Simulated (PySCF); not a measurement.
Ligand exchange on a metal centre used in film growth or etching (Zn F-Br). All species are isolated molecules in the gas phase.

The charge on the central atom (meta-Löwdin) from two functionals at the same geometries (TPSS-D3(BJ)/def2-SVP), both in PySCF: PBE-D3(BJ)/def2-TZVP and TPSSh-D3(BJ)/def2-TZVP. 

```
species                                PBE-D3(BJ)/def2-TZVP (e)
-------------------------------------  ------------------------
0 of 2 F replaced by Br ([Zn(F)2])                         1.37
1 of 2 F replaced by Br ([Zn(F)(Br)])                      1.25
2 of 2 F replaced by Br ([Zn(Br)2])                        1.13
```

Question: What does TPSSh-D3(BJ)/def2-TZVP give for each?

Answer: 
- 0 of 2 F replaced by Br ([Zn(F)2]): 1.42
- 1 of 2 F replaced by Br ([Zn(F)(Br)]): 1.30
- 2 of 2 F replaced by Br ([Zn(Br)2]): 1.18
Over these rows, drawn at random from the members with no instability flagged (it was tested for open shells, ions and some series alone), PBE minus TPSSh-D3(BJ): mean -0.05 e, from -0.05 e to -0.05 e.
